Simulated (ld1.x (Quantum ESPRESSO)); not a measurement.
## An all-electron radial function and its pseudo partner (titanium (Ti))

Columns: radius, all-electron u(r) and pseudo u(r) of the 4p shell (level -9.63 eV) of titanium in the configuration [Ar] 3d2 4s0.5 4p0; LDA (PZ), scalar-relativistic, TM semilocal scheme, ld1.x (Quantum ESPRESSO) 7.5.

```tsv
r (bohr)	all-electron	pseudo
0.152	0.1568	0.0025
0.305	0.0647	0.0099
0.458	-0.1129	0.0224
0.610	-0.2332	0.0397
0.762	-0.2726	0.0619
0.915	-0.2471	0.0892
1.068	-0.1797	0.1213
1.220	-0.0909	0.1576
1.372	0.0064	0.1982
1.525	0.1042	0.2426
1.678	0.1964	0.2896
1.830	0.2794	0.3377
1.982	0.3524	0.3856
2.135	0.4151	0.4319
2.288	0.4670	0.4742
2.440	0.5084	0.5108
2.592	0.5401	0.5407
2.745	0.5631	0.5632
2.898	0.5780	0.5780
3.050	0.5857	0.5857
3.202	0.5871	0.5871
3.355	0.5831	0.5831
3.508	0.5743	0.5743
3.660	0.5617	0.5617
3.812	0.5459	0.5459
3.965	0.5275	0.5275
```

Problem. How many radial nodes do the two functions have?

Solution. The all-electron 4p function has n − l − 1 = 2; the pseudo-wave has 0, since the states of the same l below it are removed with the core.

Problem. At about which radius was the pseudo-wave matched?

Solution. 3.05 bohr. The columns agree to 0.0005 from 2.75 bohr on; several derivatives are matched, so the curves merge somewhat inside the radius.

Problem. Is the pseudo-wave norm-conserving?

Solution. Yes: the TM semilocal scheme keeps the norm inside the radius equal to the all-electron one, which fixes the energy derivative of the logarithmic derivative at the level.
